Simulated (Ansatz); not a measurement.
```yaml
crystal:
  periodic: [false, false, false]
  atoms:
    - {symbol: Si, position_ang: [-0.046771, -0.309354, 1.305914]}
    - {symbol: O, position_ang: [0.664038, 0.505285, -0.154424]}
    - {symbol: B, position_ang: [0.365647, 0.437777, -1.408182]}
    - {symbol: Cl, position_ang: [-1.062276, -0.085595, -1.981492]}
    - {symbol: Cl, position_ang: [1.410942, 1.404038, -2.467057]}
    - {symbol: H, position_ang: [-1.256154, 0.430596, 1.403966]}
    - {symbol: H, position_ang: [0.830854, 0.177496, 2.573648]}
    - {symbol: H, position_ang: [-0.014853, -1.786144, 0.814009]}
basis:
  gaussian: {orbitals: def2-mTZVPP}
total_charge: 4
hamiltonian: {xc: {name: wB97X}}
```

```sh
$ ansatz run in.yaml --threads 4 --pin off --events-out ev --progress --plain --max-ram 10444MiB
```

Shortened log:

```
Functional definition: wB97X
1267 factors; their error is unknown
351 factors; integrals over basis functions are off by at most 8.3e-6 eV
mean field evaluation 1: about -35557.3791 eV, gradient 1.4e2 eV
mean field evaluation 2: about -34952.0679 eV, gradient 3.9e2 eV
mean field evaluation 4: about -35551.2801 eV, gradient 1.2e2 eV
mean field evaluation 8: about -35618.7853 eV, gradient 9.3e0 eV
mean field evaluation 16: about -35619.2536 eV, gradient 4.3e-1 eV
mean field evaluation 32: about -35619.7772 eV, gradient 6.1e-5 eV
mean field -35619.77719740 eV, -1309.0026680523 hartree, gradient 3.4e-5 eV, S^2 0.000000; 2 other end points of the search recorded, 0 dependent functions left out
reference -35619.77716609 eV, -1309.0026669018 hartree; 30, 30 occupied and 109, 109 virtual orbitals, 1267 factors
Total energy: -35619.77716609 eV, -1309.0026669018 hartree
```

(1) What is wrong with this run?

Answers

(1) The charge is far from anything that the molecule holds. Self-consistency was reached. The result belongs to that input, not to the molecule as meant.
